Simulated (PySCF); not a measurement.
# How methods differ on the excitation energy of Cu⁺

Cu⁺ [Ar] 3d10 (1S) → Cu⁺ [Ar] 3d9 4p1 (high-spin determinant), as a difference of total energies. Calculation: PySCF 2.14, in aug-cc-pVTZ-DK (8s7p5d3f2g, 93 functions); scalar relativity by spin-free X2C-1e. Correlated levels: valence: [Ar] frozen. The calculations carry no spin-orbit coupling.

| method | excitation energy (eV) |
| --- | --- |
| UHF | 5.898 |
| MP2 (valence) | 9.059 |
| SCS-MP2 (valence) | 8.740 |
| CCSD (valence) | 8.014 |
| CCSD(T) (valence) | 8.200 |

Question: How much does correlation contribute at CCSD(T) (valence)?

Answer: 8.200 − (5.898) = 2.302 eV, measured against UHF.

The determinant of the upper state mixes LS terms, which raises its energy above the lowest term, most at the Hartree-Fock and MP2 levels.
